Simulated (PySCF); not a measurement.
C4H13AlOSi (SMILES [CH3][Al]([OH])[Si](C)(C)C), singlet, at a GFN2-xTB geometry (such geometries of metal compounds can be far from the true shape); CASSCF(2,4)/STO-3G (PySCF).

The PySCF input:
```python
from pyscf import gto, scf, mcscf
import numpy

mol = gto.Mole()
mol.atom = '''
    Al    0.70084934   -0.33264709    1.22083361
    C     0.60809570   -2.09298399    2.17408028
    H    -0.04485351   -2.82564453    1.69311804
    H     0.24703599   -1.97129414    3.20179730
    H     1.59803791   -2.55593267    2.25759217
    O     1.63329111    0.89636775    1.80597183
    H     2.17065706    1.60121659    2.14108755
    Si   -0.48468280    0.24540976   -0.84347697
    C     0.70199528    1.05023812   -2.13057950
    C    -1.90739717    1.51447581   -0.56245356
    C    -1.28456414   -1.26504346   -1.72413892
    H     0.18134660    1.39774124   -3.01855067
    H     1.21324307    1.90274994   -1.69268237
    H     1.46274193    0.34243511   -2.44786511
    H    -1.53357113    2.40151216   -0.05887999
    H    -2.68619381    1.08838954    0.06377508
    H    -2.36915623    1.83274972   -1.49310167
    H    -2.00525214   -1.75261009   -1.07453056
    H    -0.53233609   -2.00260033   -1.98772994
    H    -1.80228853   -0.98109800   -2.63541363
'''
mol.basis = 'sto-3g'
mol.verbose = 4
mol.build()

mf = scf.RHF(mol)
mf.kernel()
mc = mcscf.CASSCF(mf, 4, 2)
mc.fix_spin_(ss=0.0)
mc = mc.newton()
mc.kernel()
occ = numpy.linalg.eigvalsh(mc.fcisolver.make_rdm1(mc.ci, mc.ncas, mc.nelecas))[::-1]
ss = mc.fcisolver.spin_square(mc.ci, mc.ncas, mc.nelecas)[0]
print('natural occupations', occ.round(4), ' <S^2>', round(ss, 4))
```

Write the output that PySCF gives for this input, abridged.


```
PySCF version 2.14.0

[INPUT] verbose = 4
[INPUT] num. atoms = 20
[INPUT] num. electrons = 72
[INPUT] charge = 0
[INPUT] spin (= nelec alpha-beta = 2S) = 0
[INPUT] symmetry False subgroup None
[INPUT] Mole.unit = angstrom
[INPUT] Symbol           X                Y                Z      unit          X                Y                Z       unit  Magmom
[INPUT]  1 Al     0.700849340000  -0.332647090000   1.220833610000 AA    1.324413307182  -0.628611896234   2.307041166564 Bohr   0.0
[INPUT]  2 C      0.608095700000  -2.092983990000   2.174080280000 AA    1.149134330526  -3.955166524199   4.108416302018 Bohr   0.0
[INPUT]  3 H     -0.044853510000  -2.825644530000   1.693118040000 AA   -0.084760849625  -5.339694287075   3.199529392160 Bohr   0.0
[INPUT]  4 H      0.247035990000  -1.971294140000   3.201797300000 AA    0.466830364011  -3.725206035560   6.050520003372 Bohr   0.0
[INPUT]  5 H      1.598037910000  -2.555932670000   2.257592170000 AA    3.019853986572  -4.830012739128   4.266230902263 Bohr   0.0
[INPUT]  6 O      1.633291110000   0.896367750000   1.805971830000 AA    3.086472879587   1.693889554393   3.412792147380 Bohr   0.0
[INPUT]  7 H      2.170657060000   1.601216590000   2.141087550000 AA    4.101947353754   3.025860821210   4.046069078216 Bohr   0.0
[INPUT]  8 Si    -0.484682800000   0.245409760000  -0.843476970000 AA   -0.915917749287   0.463757234695  -1.593940465678 Bohr   0.0
[INPUT]  9 C      0.701995280000   1.050238120000  -2.130579500000 AA    1.326578819937   1.984662412378  -4.026211741613 Bohr   0.0
[INPUT] 10 C     -1.907397170000   1.514475810000  -0.562453560000 AA   -3.604458262070   2.861944503179  -1.062883186187 Bohr   0.0
[INPUT] 11 C     -1.284564140000  -1.265043460000  -1.724138920000 AA   -2.427474414037  -2.390585675072  -3.258150359503 Bohr   0.0
[INPUT] 12 H      0.181346600000   1.397741240000  -3.018550670000 AA    0.342695407621   2.641348136610  -5.704234059422 Bohr   0.0
[INPUT] 13 H      1.213243070000   1.902749940000  -1.692682370000 AA    2.292697124827   3.595676270133  -3.198706095180 Bohr   0.0
[INPUT] 14 H      1.462741930000   0.342435110000  -2.447865110000 AA    2.764181638618   0.647108573335  -4.625794647778 Bohr   0.0
[INPUT] 15 H     -1.533571130000   2.401512160000  -0.058879990000 AA   -2.898029428240   4.538200267213  -0.111267055317 Bohr   0.0
[INPUT] 16 H     -2.686193810000   1.088389540000   0.063775080000 AA   -5.076170618402   2.056758147441   0.120517434772 Bohr   0.0
[INPUT] 17 H     -2.369156230000   1.832749720000  -1.493101670000 AA   -4.477056421007   3.463395025673  -2.821553232431 Bohr   0.0
[INPUT] 18 H     -2.005252140000  -1.752610090000  -1.074530560000 AA   -3.789377355298  -3.311953073249  -2.030568470876 Bohr   0.0
[INPUT] 19 H     -0.532336090000  -2.002600330000  -1.987729940000 AA   -1.005969416322  -3.784366160664  -3.756265196198 Bohr   0.0
[INPUT] 20 H     -1.802288530000  -0.981098000000  -2.635413630000 AA   -3.405831719145  -1.854006521359  -4.980209985646 Bohr   0.0

nuclear repulsion = 431.119127398811
number of shells = 38
number of NR pGTOs = 168
number of NR cGTOs = 56
basis = sto-3g
ecp = {}

******** <class 'pyscf.scf.hf.RHF'> ********
method = RHF
initial guess = minao
damping factor = 0
level_shift factor = 0
DIIS = <class 'pyscf.scf.diis.CDIIS'>
diis_start_cycle = 1
diis_space = 8
diis_damp = 0
SCF conv_tol = 1e-09
SCF conv_tol_grad = None
SCF max_cycles = 50
direct_scf = True
direct_scf_tol = 1e-13
Set gradient conv threshold to 3.16228e-05
Initial guess from minao.
init E= -755.734598631719
  HOMO = -0.245162188822679  LUMO = 0.111174531024501  gap/eV = 9.69642
cycle= 1 E= -755.63028150794  delta_E= 0.104  |g|= 0.532  |ddm|= 4.93
  HOMO = -0.126449056281012  LUMO = 0.361220243974854  gap/eV = 13.27016
cycle= 2 E= -755.738006041781  delta_E= -0.108  |g|= 0.13  |ddm|= 0.997
  HOMO = -0.232045589917731  LUMO = 0.342942415883315  gap/eV = 15.64622
cycle= 3 E= -755.744757166358  delta_E= -0.00675  |g|= 0.0292  |ddm|= 0.227
  HOMO = -0.242383913069958  LUMO = 0.331571458862355  gap/eV = 15.61812
cycle= 4 E= -755.745215954388  delta_E= -0.000459  |g|= 0.00324  |ddm|= 0.0729
  HOMO = -0.241120532913553  LUMO = 0.333131616323478  gap/eV = 15.62620
cycle= 5 E= -755.745223043978  delta_E= -7.09e-06  |g|= 0.000724  |ddm|= 0.0096
  HOMO = -0.24105939744713  LUMO = 0.33324523964877  gap/eV = 15.62763
cycle= 6 E= -755.745223344016  delta_E= -3e-07  |g|= 0.000195  |ddm|= 0.00164
  HOMO = -0.24109632686595  LUMO = 0.333205354845326  gap/eV = 15.62754
cycle= 7 E= -755.745223373555  delta_E= -2.95e-08  |g|= 4.45e-05  |ddm|= 0.000612
  HOMO = -0.241104985056167  LUMO = 0.333195004215094  gap/eV = 15.62750
cycle= 8 E= -755.745223375268  delta_E= -1.71e-09  |g|= 7.96e-06  |ddm|= 0.000159
  HOMO = -0.241103625604292  LUMO = 0.333193888517974  gap/eV = 15.62743
cycle= 9 E= -755.745223375329  delta_E= -6.05e-11  |g|= 1.4e-06  |ddm|= 3.06e-05
  HOMO = -0.241103440994399  LUMO = 0.333194303655824  gap/eV = 15.62744
Extra cycle  E= -755.745223375329  delta_E= -4.55e-13  |g|= 5.38e-07  |ddm|= 3.39e-06
converged SCF energy = -755.745223375329

******** <class 'pyscf.mcscf.newton_casscf.CASSCF'> ********
CAS (1e+1e, 4o), ncore = 35, nvir = 17
max_cycle_macro = 50
max_cycle_micro = 10
conv_tol = 1e-07
conv_tol_grad = None
orbital rotation max_stepsize = 0.03
augmented hessian ah_max_cycle = 30
augmented hessian ah_conv_tol = 1e-12
augmented hessian ah_linear dependence = 1e-14
augmented hessian ah_level shift = 1e-08
augmented hessian ah_start_tol = 500
augmented hessian ah_start_cycle = 3
augmented hessian ah_grad_trust_region = 3
kf_trust_region = 3
kf_interval = 5
natorb = False
canonicalization = True
internal_rotation = False
******** <class 'pyscf.fci.addons.SpinPenaltyFCISolver'> ********
max. cycles = 50
conv_tol = 1e-08
davidson only = True
linear dependence = 1e-12
level shift = 0.001
max iter space = 12
nroots = 1
pspace_size = 400
spin = None

WARN: SO-CASSCF (Second order CASSCF) is an experimental feature. Its performance is bad for large systems.

CASCI E = -755.748711759932  dE = -755.74871  S^2 = 0.0000000
Set conv_tol_grad to 0.000316228
macro 1 (11 JK  7 micro), CASSCF E = -755.753061560613  dE = -0.00435  |grad|=0.0214  S^2 = 0.0000000
macro 2 (10 JK  6 micro), CASSCF E = -755.756509279031  dE = -0.003448  |grad|=0.0153  S^2 = 0.0000000
macro 3 (19 JK  14 micro), CASSCF E = -755.757631758121  dE = -0.001122  |grad|=0.00462  S^2 = 0.0000000
macro 4 (6 JK  2 micro), CASSCF E = -755.757787606046  dE = -0.0001558  |grad|=0.00266  S^2 = 0.0000000
macro 5 (6 JK  2 micro), CASSCF E = -755.757849179997  dE = -6.157e-05  |grad|=0.001  S^2 = 0.0000000
macro 6 (4 JK  1 micro), CASSCF E = -755.757860205941  dE = -1.103e-05  |grad|=0.001  S^2 = 0.0000000
macro 7 (4 JK  1 micro), CASSCF E = -755.75786020705  dE = -1.109e-09  |grad|=4.39e-05  S^2 = 0.0000000
newton CASSCF converged in 7 macro (13 KF 47 Hx) steps
CASSCF canonicalization
Density matrix diagonal elements [1.97426130e+00 2.11451565e-03 2.18456852e-02 1.77849767e-03]
CASSCF energy = -755.757860207050
CASCI E = -755.757860207050  E(CI) = -1.10423101100901  S^2 = 0.0000000
natural occupations [1.9744e+00 2.2000e-02 2.1000e-03 1.5000e-03]  <S^2> 0.0
```
